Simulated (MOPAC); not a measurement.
MOPAC input (PM3):

```
PM3 1SCF UHF MS=0.5 GEO-OK AUX(PRECISION=9) THREADS=1
C5H10N

C    -1.64281214 1    0.27827194 1    0.02193341 1
C    -1.25803757 1   -1.14795589 1   -0.20674132 1
C     0.26495727 1   -1.07834323 1   -0.42092713 1
C     0.70659956 1    0.14050599 1    0.39810870 1
C    -0.44134390 1    1.14476656 1    0.19080129 1
N     1.99447967 1    0.66878352 1   -0.04479312 1
H    -2.66210076 1    0.63590376 1    0.05160505 1
H    -1.50072546 1   -1.77233893 1    0.66638670 1
H    -1.78113393 1   -1.60636623 1   -1.05209945 1
H     0.49143630 1   -0.88127229 1   -1.47177482 1
H     0.78356478 1   -1.99372552 1   -0.13041011 1
H     0.71096698 1   -0.14820615 1    1.46099237 1
H    -0.53172524 1    1.86313293 1    1.01261986 1
H    -0.22849314 1    1.73408207 1   -0.71476832 1
H     2.25337628 1    1.48283679 1    0.50165166 1
H     2.72729696 1   -0.01900308 1    0.09029911 1
```

Output:

```
 *******************************************************************************
 **                                                                           **
 **                              MOPAC v23.2.5                                **
 **                                                                           **
 *******************************************************************************
 ** MOPAC's Digital Object Identifier: https://doi.org/10.5281/zenodo.6511958 **
 **                                                                           **
 ** Please cite the open-source release paper for use of this MOPAC version:  **
 ** J. E. Moussa and J. J. P. Stewart (2026)                                  **
 ** MOPAC: An open-source semiempirical molecular orbital program             **
 ** J. Open Source Softw., 11(119), 8025, https://doi.org/10.21105/joss.08025 **
 *******************************************************************************

                              PM3 CALCULATION RESULTS

 *******************************************************************************
 *  PM3        - The PM3 Hamiltonian to be used
 *  GEO-OK     - OVERRIDE INTERATOMIC DISTANCE AND OTHER SAFETY CHECKS
 *  UHF        - UNRESTRICTED HARTREE-FOCK CALCULATION
 *  MS=        - IN MECI, MAGNETIC COMPONENT OF SPIN =  0.5
 *  1SCF       - DO 1 SCF AND THEN STOP
 *  AUX        - OUTPUT AUXILIARY INFORMATION
 *******************************************************************************
PM3 1SCF UHF MS=0.5 GEO-OK AUX(PRECISION=9) THREADS=1
 C5H10N

   ATOM   CHEMICAL          X               Y               Z
  NUMBER   SYMBOL      (ANGSTROMS)     (ANGSTROMS)     (ANGSTROMS)

     1       C         -1.64281214  *   0.27827194  *   0.02193341  *
     2       C         -1.25803757  *  -1.14795589  *  -0.20674132  *
     3       C          0.26495727  *  -1.07834323  *  -0.42092713  *
     4       C          0.70659956  *   0.14050599  *   0.39810870  *
     5       C         -0.44134390  *   1.14476656  *   0.19080129  *
     6       N          1.99447967  *   0.66878352  *  -0.04479312  *
     7       H         -2.66210076  *   0.63590376  *   0.05160505  *
     8       H         -1.50072546  *  -1.77233893  *   0.66638670  *
     9       H         -1.78113393  *  -1.60636623  *  -1.05209945  *
    10       H          0.49143630  *  -0.88127229  *  -1.47177482  *
    11       H          0.78356478  *  -1.99372552  *  -0.13041011  *
    12       H          0.71096698  *  -0.14820615  *   1.46099237  *
    13       H         -0.53172524  *   1.86313293  *   1.01261986  *
    14       H         -0.22849314  *   1.73408207  *  -0.71476832  *
    15       H          2.25337628  *   1.48283679  *   0.50165166  *
    16       H          2.72729696  *  -0.01900308  *   0.09029911  *

          CARTESIAN COORDINATES

    NO.       ATOM           X           Y           Z

     1         C         -1.6428      0.2783      0.0219
     2         C         -1.2580     -1.1480     -0.2067
     3         C          0.2650     -1.0783     -0.4209
     4         C          0.7066      0.1405      0.3981
     5         C         -0.4413      1.1448      0.1908
     6         N          1.9945      0.6688     -0.0448
     7         H         -2.6621      0.6359      0.0516
     8         H         -1.5007     -1.7723      0.6664
     9         H         -1.7811     -1.6064     -1.0521
    10         H          0.4914     -0.8813     -1.4718
    11         H          0.7836     -1.9937     -0.1304
    12         H          0.7110     -0.1482      1.4610
    13         H         -0.5317      1.8631      1.0126
    14         H         -0.2285      1.7341     -0.7148
    15         H          2.2534      1.4828      0.5017
    16         H          2.7273     -0.0190      0.0903

  H: (PM3): J. J. P. STEWART, J. COMP. CHEM. 10, 209 (1989).
  C: (PM3): J. J. P. STEWART, J. COMP. CHEM. 10, 209 (1989).
  N: (PM3): J. J. P. STEWART, J. COMP. CHEM. 10, 209 (1989).

           Empirical Formula: C5 H10 N  =    16 atoms

      MOLECULAR POINT GROUP   :   C1

          UHF CALCULATION, NO. OF ALPHA ELECTRONS =   18
                           NO. OF BETA  ELECTRONS =   17

 -------------------------------------------------------------------------------
 PM3 1SCF UHF MS=0.5 GEO-OK AUX(PRECISION=9) THREADS=1
 C5H10N

     1SCF WAS SPECIFIED, SO BFGS WAS NOT USED
     SCF FIELD WAS ACHIEVED

                              PM3 CALCULATION
                                                       MOPAC v23.2.5 Linux

          FINAL HEAT OF FORMATION =         10.61740 KCAL/MOL =      44.42320 KJ/MOL

          COSMO AREA              =        130.24 SQUARE ANGSTROMS
          COSMO VOLUME            =        121.11 CUBIC ANGSTROMS

          IONIZATION POTENTIAL    =          8.985220 EV
          ALPHA SOMO LUMO (EV)    =         -8.985  2.820
          BETA  SOMO LUMO (EV)    =         -9.409  1.006
          NO. OF ALPHA ELECTRONS  =         18
          NO. OF BETA  ELECTRONS  =         17
          MOLECULAR WEIGHT        =         84.1407         POINT GROUP:  C1

          MOLECULAR DIMENSIONS (Angstroms)

            Atom       Atom       Distance
            H    16    H     7     5.42918
            H    13    H     9     4.14269
            H    14    H     8     3.00983

          SCF CALCULATIONS        =          1

   ATOM   CHEMICAL          X               Y               Z
  NUMBER   SYMBOL      (ANGSTROMS)     (ANGSTROMS)     (ANGSTROMS)

     1       C         -1.64281214  *   0.27827194  *   0.02193341  *
     2       C         -1.25803757  *  -1.14795589  *  -0.20674132  *
     3       C          0.26495727  *  -1.07834323  *  -0.42092713  *
     4       C          0.70659956  *   0.14050599  *   0.39810870  *
     5       C         -0.44134390  *   1.14476656  *   0.19080129  *
     6       N          1.99447967  *   0.66878352  *  -0.04479312  *
     7       H         -2.66210076  *   0.63590376  *   0.05160505  *
     8       H         -1.50072546  *  -1.77233893  *   0.66638670  *
     9       H         -1.78113393  *  -1.60636623  *  -1.05209945  *
    10       H          0.49143630  *  -0.88127229  *  -1.47177482  *
    11       H          0.78356478  *  -1.99372552  *  -0.13041011  *
    12       H          0.71096698  *  -0.14820615  *   1.46099237  *
    13       H         -0.53172524  *   1.86313293  *   1.01261986  *
    14       H         -0.22849314  *   1.73408207  *  -0.71476832  *
    15       H          2.25337628  *   1.48283679  *   0.50165166  *
    16       H          2.72729696  *  -0.01900308  *   0.09029911  *

                             CARTESIAN COORDINATES

   1    C       -1.642812140     0.278271940     0.021933410
   2    C       -1.258037570    -1.147955890    -0.206741320
   3    C        0.264957270    -1.078343230    -0.420927130
   4    C        0.706599560     0.140505990     0.398108700
   5    C       -0.441343900     1.144766560     0.190801290
   6    N        1.994479670     0.668783520    -0.044793120
   7    H       -2.662100760     0.635903760     0.051605050
   8    H       -1.500725460    -1.772338930     0.666386700
   9    H       -1.781133930    -1.606366230    -1.052099450
  10    H        0.491436300    -0.881272290    -1.471774820
  11    H        0.783564780    -1.993725520    -0.130410110
  12    H        0.710966980    -0.148206150     1.460992370
  13    H       -0.531725240     1.863132930     1.012619860
  14    H       -0.228493140     1.734082070    -0.714768320
  15    H        2.253376280     1.482836790     0.501651660
  16    H        2.727296960    -0.019003080     0.090299110

           Empirical Formula: C5 H10 N  =    16 atoms

      MOLECULAR POINT GROUP   :   C1

          ALPHA EIGENVALUES
 -40.41880 -30.69977 -28.35153 -24.39022 -19.86061 -19.46490 -17.12014 -16.80289
 -15.34349 -14.42676 -13.62258 -13.52731 -13.05335 -12.75849 -12.23520 -11.77960
  -9.40899  -8.98522   2.81990   3.15918   3.62053   3.71238   3.78659   3.90939
   4.11015   4.15749   4.36457   4.53956   4.84207   4.89989   5.06813   5.38476
   5.47439   5.80549

           BETA EIGENVALUES
 -40.19356 -30.51778 -28.12030 -24.19392 -19.69467 -18.98341 -16.99419 -16.67976
 -15.29110 -14.29903 -13.34672 -13.20685 -12.83868 -12.67462 -12.21579 -11.69097
  -9.40856   1.00604   2.89587   3.57917   3.73357   3.78602   3.83100   3.97328
   4.21978   4.27110   4.46777   4.63221   4.99598   5.02626   5.23019   5.49419
   5.77278   5.82952

              NET ATOMIC CHARGES AND DIPOLE CONTRIBUTIONS

  ATOM NO.   TYPE          CHARGE      No. of ELECS.   s-Pop       p-Pop
    1          C          -0.223045        4.2230     1.24408     2.97897
    2          C          -0.052095        4.0521     1.14806     2.90403
    3          C          -0.105935        4.1059     1.16566     2.94028
    4          C          -0.091734        4.0917     1.19486     2.89687
    5          C          -0.060945        4.0609     1.15011     2.91083
    6          N          -0.028881        5.0289     1.44999     3.57889
    7          H           0.114135        0.8859     0.88587
    8          H           0.054910        0.9451     0.94509
    9          H           0.058349        0.9417     0.94165
   10          H           0.065764        0.9342     0.93424
   11          H           0.051908        0.9481     0.94809
   12          H           0.039816        0.9602     0.96018
   13          H           0.055796        0.9442     0.94420
   14          H           0.073399        0.9266     0.92660
   15          H           0.024062        0.9759     0.97594
   16          H           0.024497        0.9755     0.97550
 DIPOLE           X         Y         Z       TOTAL
 POINT-CHG.    -0.028    -0.045    -0.203     0.210
 HYBRID         0.158    -0.320     1.396     1.441
 SUM            0.129    -0.365     1.192     1.254

          ATOMIC ORBITAL ELECTRON POPULATIONS

     Atom    s        px        py        pz
    1  C   1.24408   0.97676   0.95921   1.04299
    2  C   1.14806   0.95114   0.94771   1.00519
    3  C   1.16566   0.95762   0.96864   1.01402
    4  C   1.19486   0.94635   0.96796   0.98257
    5  C   1.15011   0.93416   0.96178   1.01489
    6  N   1.44999   0.96257   1.02681   1.58950
    7  H   0.88587
    8  H   0.94509
    9  H   0.94165
   10  H   0.93424
   11  H   0.94809
   12  H   0.96018
   13  H   0.94420
   14  H   0.92660
   15  H   0.97594
   16  H   0.97550

                    (SZ)    =    0.500000
                    (S**2)  =    0.769034

          ATOMIC ORBITAL SPIN POPULATIONS

    Atom   Total    s     px     py     pz
         Atomic
    1  C  1.1275  0.073  0.070  0.090  0.895
    2  C -0.1184 -0.014 -0.014 -0.061 -0.029
    3  C  0.0112  0.001  0.007  0.001  0.001
    4  C  0.0116  0.002  0.004  0.005  0.001
    5  C -0.1172 -0.014 -0.042 -0.032 -0.029
    6  N -0.0016 -0.000 -0.001 -0.000 -0.000
    7  H -0.0745 -0.074
    8  H  0.0492  0.049
    9  H  0.0342  0.034
   10  H -0.0013 -0.001
   11  H -0.0022 -0.002
   12  H -0.0011 -0.001
   13  H  0.0316  0.032
   14  H  0.0509  0.051
   15  H  0.0000  0.000
   16  H  0.0002  0.000

 **********************
 *                    *
 * JOB ENDED NORMALLY *
 *                    *
 **********************

 == MOPAC DONE ==
```

The geometry given is a B3LYP-D3(BJ)/def2-TZVP minimum.
